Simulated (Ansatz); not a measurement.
Sb, charge +1, triplet (core potentials on Sb). Base run: CAM-B3LYP/def2-TZVP (Ansatz, a program for electronic structure).

Input for Ansatz:
Ansatz 0.2 input:
```yaml
crystal:
  periodic: [false, false, false]
  atoms:
    - {symbol: Sb, position_ang: [0.00000000, 0.00000000, 0.00000000]}
basis:
  gaussian:
    orbitals: def2-TZVP
hamiltonian:
  xc: cam_b3lyp
total_charge: 1
magnetization: {spin_polarized: true, initial_magnetization: 2}
```

Variants of this job, named by their change:

| change | ΔE vs base (mEh) |
|---|---|
| base | 0.000 |
| lower_state_search = off | 0.000 |
| lower_state_search = full | 0.000 |
| lower_state_search = light | 0.000 |
| final_grid = 6, 12, 29 | 0.000 |
| nuclear_model = gaussian | 0.000 |
| point_charge = charge:0.5 position_ang:-1.8187, -2.3785, 0.1874 | 80.572 |
| point_charge = charge:-1.0 position_ang:2.4824, 1.3611, -0.9925 | -202.9 |
| final_grid = 14, 28, 59 | 0.000 |
| fitting.mean_field = def2-universal-JKFIT | -0.017 |
| final_grid = 10, 20, 41 | 0.000 |
